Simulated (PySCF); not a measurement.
**S⁺: excitation energy**

S⁺ [Ne] 3s2 3p3 (4S) → S⁺ [Ne] 3s1 3p3 4s1 (6S), as a difference of total energies. Calculation: PySCF 2.14, in aug-cc-pV(T+d)Z with one added diffuse shell each of s, p, d, f type (7s6p5d3f, 71 functions); no relativity, point nucleus. Correlated levels: valence: [Ne] frozen. The calculations carry no spin-orbit coupling.

| method | excitation energy (eV) |
| --- | --- |
| UHF | 18.505 |
| LDA | 20.572 |
| PBE | 20.489 |
| PBE0 | 20.420 |
| r2SCAN | 20.032 |
| BLYP | 20.961 |
| HSE06 | 20.404 |
| wB97M-V | 20.547 |
| MP2 (valence) | 20.053 |
| SCS-MP2 (valence) | 20.587 |

Task: How much does correlation contribute at MP2 (valence)?

Result: 20.053 − (18.505) = 1.548 eV, measured against UHF.

The promoted electron is Rydberg-like, and one or two diffuse shells describe it only roughly, which tends to raise the upper state.
